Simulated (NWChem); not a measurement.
Species: SnH2F2; SMILES [F][SnH2][F]

Results from NWChem. Structure relaxed at the PBE0/def2-SVP level. def2 effective core potentials on Sn; no spin-orbit coupling. Ions are spin-unrestricted doublets at the neutral geometry; other ion states weren't tried.

What does the run give for LRC-wPBEh/def2-SVPD? Quantities: vertical ionisation energy, ΔSCF (eV); −ε(HOMO) (eV).


```
Property                               Value
-------------------------------------  -----
vertical ionisation energy, ΔSCF (eV)  12.48
−ε(HOMO) (eV)                          11.82
```
